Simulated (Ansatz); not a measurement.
Program: Ansatz. Geometries: PBE0-D4/def2-TZVP. ΔE: electronic, gas phase. CCSD(T)/CBS adds triple-zeta CCSD(T) − MP2 to the extrapolated MP2 energy (def2 sets, frozen cores). This one scheme is used for every species. Functionals use def2-TZVPP. B3LYP here is the variant with VWN-RPA as its local correlation; programs differ in this. Each species was taken in one conformer, which may not be the lowest.

Consider the cleavage of the Si–Al bond: `N[SiH]([AlH2])[SiH3]` + H₂S → `N[SiH]([SiH3])S` + `[AlH3]`.

`N[SiH]([AlH2])[SiH3]`:

Cartesian coordinates in Å:
```
N 1.248 0.631 -1.454
Si -0.021 0.628 -0.261
Al -2.114 -0.580 -0.764
Si 0.872 -0.236 1.728
H 1.062 1.069 -2.344
H 1.754 -0.229 -1.603
H -0.364 2.057 0.022
H -3.365 -0.489 0.217
H -2.242 -1.499 -2.060
H 2.020 0.559 2.240
H 1.341 -1.635 1.509
H -0.192 -0.277 2.770
```

H₂S:

```xyz
3

S    -0.268    0.559   -0.001
H     0.993    0.132   -0.168
H    -0.725   -0.691    0.169
```

`N[SiH]([SiH3])S`:

Z-matrix (Å, degrees):
```
Si
Si 1 2.339
S 1 2.161 2 107.6
N 1 1.713 2 110.4 3 120.9
H 1 1.487 2 112.3 3 -120.7
H 2 1.488 1 112.1 3 168.7
H 2 1.489 1 109.6 3 47.9
H 2 1.489 1 109.2 3 -70.7
H 3 1.344 1 94.9 2 -47.7
H 4 1.007 1 120.7 2 -53.7
H 4 1.007 1 120.1 2 159.7
```

`[AlH3]`:

Z-matrix (Å, degrees):
```
Al
H 1 1.586
H 1 1.586 2 120.0
H 1 1.586 2 120.0 3 -179.9
```

```tsv
level	ΔE (kJ/mol)	difference from CCSD(T)/CBS
PBE-D4	-57.0	12.5
r2SCAN-D4	-67.0	2.5
PBE0-D4	-61.8	7.7
ωB97X-V	-70.4	-0.9
ωB97M-V	-75.4	-5.9
PBE	-54.9	14.6
r2SCAN	-66.7	2.8
B3LYP	-66.1	3.4
HF/def2-TZVPP	-79.2	-9.7
SCS-MP2/def2-TZVPP	-76.1	-6.6
CCSD(T)/def2-TZVPP	-66.1	3.4
HF/def2-QZVPP	-79.4	-9.9
MP2/def2-QZVPP	-79.7	-10.2
SCS-MP2/def2-QZVPP	-78.1	-8.6
HF/CBS(def2)	-79.4	-9.9
CCSD/CBS(def2)	-70.1	-0.6
CCSD(T)/CBS	-69.5	0
```

Largest T1 diagnostic among the species: 0.013.

The D4 term adds −3.6 kJ/mol with B3LYP and −1.7 kJ/mol with PBE0; it sums over pairs of atoms, weighted by their polarisabilities, and B3LYP, whose exchange is more repulsive, gets the larger term. From PBE to PBE0 (25 % exact exchange), in def2-TZVPP and without D4, ΔE moves by −5.3 kJ/mol.
